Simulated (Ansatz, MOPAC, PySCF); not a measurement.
Torsion H4–S1–Pb2–Cl3 in ClHPbS (SMILES [SH][Pb][Cl]); at each angle all else is relaxed with GFN2-xTB, and the levels are single points there.
Geometry at 0° (charge 0, multiplicity 1):
```xyz
4

S     -1.524     0.429    -0.151
Pb     0.797     1.212    -0.697
Cl     2.050    -0.683     0.334
H     -1.235    -0.694     0.478
```

On the grid 0° to 330°, 270° is the highest and 0° the lowest point at CCSD(T)/CBS(def2-TZVPP, def2-QZVPP).

Correlated levels freeze the cores. Filled d and f shells under p-block atoms count as core. CBS(a, b) extrapolates the correlation energy as X⁻³ and adds the Hartree–Fock energy of set b. The state reached by PM7 isn't checked; PM7 holds dispersion and hydrogen-bond terms.

Codes used: Ansatz (Gaussian orbitals); MOPAC for PM7 (differences of heats of formation); PySCF for the dispersion terms.  In def2 rows elements past Kr take small-core potentials, without spin–orbit coupling.

```
level                                energy at 270° less that at 0° (kJ/mol)
-----------------------------------  ---------------------------------------
PM7                                                                     14.6
PBE-D4/def2-TZVPP                                                       31.0
r2SCAN-D3(BJ)/def2-TZVPP                                                32.5
wB97X-V/def2-TZVPP                                                         ?
MP2/def2-QZVPP                                                             ?
SCS-MP2/def2-QZVPP                                                      27.6
CCSD/def2-SVP                                                           31.1
CCSD(T)/def2-QZVPP                                                      27.8
CCSD(T)/CBS(def2-TZVPP, def2-QZVPP)                                     27.6
```

### Question
What belongs in the gaps?

### Answer

- wB97X-V/def2-TZVPP, energy at 270° less that at 0° (kJ/mol): 29.9
- MP2/def2-QZVPP, energy at 270° less that at 0° (kJ/mol): 28.5

Ansatz is a program for electronic structure.
